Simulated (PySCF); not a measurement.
**Dipole moment and polarisability of (F)3Ti-O-SiH3**

Species: (F)3Ti-O-SiH3 (singlet state).
Structure used (PBE0-D3(BJ)/def2-SVP), in Å, numbered top down from 1:
```xyz
9
F3H3OSiTi angstrom
Ti    -0.6054    0.0095    1.5610
F      0.2120    1.2074    2.5141
F     -0.3686   -1.5553    2.2735
F     -2.3029    0.3681    1.5199
O      0.0434    0.0155   -0.0636
Si     0.6575   -0.0207   -1.6250
H     -0.4709    0.1331   -2.5853
H      1.6262    1.0999   -1.7827
H      1.3414   -1.3270   -1.8375
```

Level: PBE0/def2-SVPD (PySCF), static field, nuclei fixed, core orbitals frozen in the response. The polarisability tensor in these axes (au):

```
x   60.06 -0.05 -7.55
y   -0.05 57.06  0.17
z   -7.55  0.17 75.99
```

Task: Diagonalise the tensor; give its mean and Δα, where Δα² is half the sum of the squared differences of the eigenvalues.

Result: Principal values 57.04, 57.07 and 79.00 au; mean 64.37 au = 9.54 Å³ = 10.61 × 10⁻⁴⁰ C²·m²/J; Δα = 21.94 au (34 % of the mean).

Task: What is the dipole moment, and where does it point?

Result: (0.92, -0.02, -2.35) D, 2.52 D in size, pointing from the negative to the positive side. Measured along this direction, the outermost atoms are F2, F4 and F3 at the negative end and H8, H7 and H9 at the positive end.

Task: Orientational against electronic polarisability at 250 K (dilute gas, rigid molecules)?

Result: In Gaussian units μ²/3kT = 61.40 Å³ against 9.54 Å³, a ratio of 6.44; the Debye molar polarisation (4π/3)N_A(α + μ²/3kT) is 179.0 cm³/mol, leaving out the vibrational part.

Task: What depolarisation ratio follows for Rayleigh scattering of linearly polarised light, taking the static tensor?

Result: ρ = 3Δα²/(45ᾱ² + 4Δα²) = 1444.6/(186462 + 1926.2) = 0.00767.

Task: Find the Langevin capture rate constant for NH4+ (18.034 u) meeting this molecule (151.938 u), k = 2.342 × 10⁻⁹ cm³/s × √(α in Å³ / reduced mass in u).

Result: The reduced mass is 16.12 u, so k = 1.80 × 10⁻⁹ cm³/s. The formula leaves out the permanent dipole, which adds to the capture rate.

Task: In TDDFT the mean static polarisability is Σ f/ω² over all singlet excitations (ω in hartree). How much of it do the 15 lowest give? Their energies (eV) and oscillator strengths: 5.74, 0.0000; 5.82, 0.0001; 5.82, 0.0001; 6.24, 0.1091; 6.85, 0.0000; 6.85, 0.0001; 7.06, 0.0000; 7.12, 0.0008; 7.12, 0.0008; 7.35, 0.1315; 7.57, 0.0001; 7.58, 0.0003; 7.58, 0.0002; 7.73, 0.0089; 7.74, 0.0089.

Result: They add up to 4.14 au, 6.4 % of the 64.37 au; the largest single term is 2.08 au, from the state at 6.24 eV. Terms in order: 0.00, 0.00, 0.00, 2.08, 0.00, 0.00, 0.00, 0.01, 0.01, 1.80, 0.00, 0.00, 0.00, 0.11, 0.11 au. Higher excitations give the rest. The strengths listed sum to 0.261.

Isolated species at its PBE0-D3(BJ)/def2-SVP geometry, gas phase.
